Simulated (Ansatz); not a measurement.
Computed with Ansatz on PBE0-D4/def2-TZVP structures; ΔE is electronic, products minus reactants. CBS: MP2 limit from def2 TZ/QZ plus the TZ coupled-cluster correction, frozen cores. This one scheme is used for every species. DFT in def2-TZVPP. B3LYP here is the variant with VWN-RPA as its local correlation; programs differ in this. HSE06 is defined as in plane-wave codes. Triplets are unrestricted, without spin–orbit coupling. Each species was taken in one conformer, which may not be the lowest.

`C[N](C)[AlH][F]` → `[CH2]` (triplet) + `C[NH][AlH][F]`  (formal loss of a carbene)

```tsv
level	ΔE (kJ/mol)	difference from CCSD(T)/CBS
PBE-D4	416.9	9.6
BLYP-D4	404.3	-3.0
r2SCAN-D4	386.6	-20.7
B3LYP-D4	402.9	-4.4
HSE06-D4	406.9	-0.4
BHLYP-D4	390.2	-17.1
CAM-B3LYP-D4	406.8	-0.5
B2PLYP	398.5	-8.8
revPBE	381.8	-25.5
BLYP	387.8	-19.5
r2SCAN	384.5	-22.8
PBE0	400.2	-7.1
r2SCANh	382.3	-25.0
CAM-B3LYP	400.3	-7.0
CCSD(T)/def2-SVP	398.3	-9.0
HF/def2-QZVPP	258.3	-149.0
CCSD(T)/CBS	407.3	0
```

(1) What do rigid-rotor, harmonic-oscillator terms from PBE0-D4/def2-TZVP frequencies (298.15 K, 1 bar) make of the CCSD(T)/CBS value? (An estimate is asked.)

Largest T1 diagnostic among the species: 0.012.

Answers

(1) Computed: ΔZPE = -28.2 kJ/mol, ΔH = +386.0 kJ/mol, ΔS = 169 J/(mol·K), ΔG = +335.7 kJ/mol. Open shells count their whole term as degenerate.

From r2SCAN to r2SCAN0 (25 % exact exchange), in def2-TZVPP and without D4, ΔE moves by −5.3 kJ/mol. At CCSD(T), def2-SVP lies −9.0 kJ/mol from the extrapolated value and def2-TZVPP −9.2 kJ/mol.
